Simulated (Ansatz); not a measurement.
GeH5ISSi, SMILES `[GeH3][S][SiH2]I`, one more setting.

```yaml
crystal:
  periodic: [false, false, false]
  atoms:
    - {symbol: Ge, position_ang: [0.165116, 1.718188, -0.122308]}
    - {symbol: S, position_ang: [1.014287, 0.035940, 1.022464]}
    - {symbol: Si, position_ang: [-0.164443, -1.518791, 0.090953]}
    - {symbol: I, position_ang: [0.565838, -3.635340, 1.148511]}
    - {symbol: H, position_ang: [0.906524, 2.909439, 0.426401]}
    - {symbol: H, position_ang: [0.381607, 1.445495, -1.651394]}
    - {symbol: H, position_ang: [-1.342988, 1.820024, 0.123247]}
    - {symbol: H, position_ang: [-1.549857, -1.323455, 0.343669]}
    - {symbol: H, position_ang: [0.143881, -1.560705, -1.339036]}
basis:
  gaussian: {orbitals: def2-TZVPPP}
magnetization: {spin_polarized: true, initial_magnetization: 2}
hamiltonian: {xc: {name: PBEsol}, dispersion: d3bj}
scf: {lower_state_search: light}
```

```sh
$ ansatz run in.yaml --threads 4 --pin off --events-out ev --progress --plain --max-ram 10444MiB
```

Output, abridged:

```
Error: <dir> can't be read: No such file or directory (os error 2)
```
